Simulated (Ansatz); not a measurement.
Geometry optimisation, RKS r2SCAN/def2-mTZVP (Ansatz).

Input:

```yaml
crystal:
  periodic: [false, false, false]
  atoms:
    - { symbol: Si, position_ang: [-0.7382, 0.2876, 0.4019] }
    - { symbol: C, position_ang: [0.9933, -0.1033, -0.862] }
    - { symbol: S, position_ang: [-1.9428, 0.8328, -1.1509] }
    - { symbol: H, position_ang: [-0.2451, 0.2847, -1.3743] }
    - { symbol: O, position_ang: [-0.1077, 1.2956, 1.4852] }
    - { symbol: O, position_ang: [-0.9207, -1.1244, 1.1879] }
    - { symbol: H, position_ang: [1.6324, 0.7138, -0.5526] }
    - { symbol: H, position_ang: [1.2484, -0.3222, -1.9027] }
    - { symbol: H, position_ang: [1.2464, -1.0093, -0.3248] }
    - { symbol: H, position_ang: [0.2665, 0.9684, 2.3027] }
    - { symbol: H, position_ang: [-1.4324, -1.8238, 0.7895] }
basis:
  gaussian: { orbitals: def2-mTZVP }
hamiltonian:
  xc: r2scan
relax:
  f_tol: 0.15
  max_steps: 25
  restrain:
    - { distance: [3, 1], at: 2.37, k: 30.0 }
    - { distance: [0, 1], at: 1.87, k: 30.0 }
    - { distance: [3, 2], at: 1.36, k: 30.0 }
```

Launched with:

```bash
$ ansatz run input.yaml --threads 4 --pin off --max-ram 5120MiB --backend cpu --events-out ev --progress --plain --runs-dir out
```

Task: Where does it end, and by what steps?

Result: It converged. The restraints hold the end off the free minimum; the threshold counts their pulls, which the force column leaves out. Restrained pairs: C2–H4 (1.40 → 2.39 Å), Si1–C2 (2.18 → 1.86 Å), S3–H4 (1.80 → 1.36 Å). After 9 steps the energy has fallen by 2.078 eV (the restraints' own energy left out); H4 moved furthest, 0.84 Å.

```csv
step,energy less start (eV),largest force component (eV/Å),accepted
0,0.0000,1.754,yes
1,-0.0694,1.978,yes
2,-0.4118,2.930,yes
3,-0.9945,2.363,yes
4,-1.5562,1.158,yes
5,-1.8983,0.877,yes
6,-1.9656,0.670,yes
7,-2.0208,0.580,yes
8,-2.0602,0.492,yes
9,-2.0783,0.486,yes
```

```xyz
11
Properties=species:S:1:pos:R:3
Si -0.322 0.118 0.411
C 1.132 -0.214 -0.707
S -1.717 0.953 -0.995
H -0.695 0.788 -1.876
O 0.111 1.150 1.613
O -0.953 -1.193 1.202
H 1.495 0.722 -1.136
H 0.856 -0.884 -1.523
H 1.968 -0.673 -0.170
H -0.296 0.969 2.468
H -1.578 -1.737 0.714
```

The run took 51 s on 4 threads of Arm Neoverse N1, with other jobs on the host, peak memory 0.21 GiB.
